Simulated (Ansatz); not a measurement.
Consider the ligand exchange at the Si–F bond: `N[SiH](F)F` + CH₃SH → `CS[SiH](N)F` + H–F.

Program: Ansatz. Geometries: PBE0-D4/def2-TZVP. ΔE: electronic, gas phase. CCSD(T)/CBS adds triple-zeta CCSD(T) − MP2 to the extrapolated MP2 energy (def2 sets, frozen cores). This one scheme is used for every species. Functionals use def2-TZVPP. Each species was taken in one conformer, which may not be the lowest.

| level | ΔE (kcal/mol) |
| --- | --- |
| PBE0 | 20.6 |
| HF/def2-QZVPP | 29.3 |

(1) What does CCSD(T)/CBS give? (An estimate is asked.)

Largest T1 diagnostic among the species: 0.011.

Results:

(1) Computed: +21.1 kcal/mol. The listed levels differ from it by -0.5, 8.2 kcal/mol.

In def2-TZVPP, CCSD(T) changes the Hartree–Fock value by −6.5 kcal/mol (the triples alone add −1.2 kcal/mol) and MP2 by −7.7 kcal/mol. From PBE to PBE0 (25 % exact exchange), in def2-TZVPP and without D4, ΔE moves by +0.8 kcal/mol.
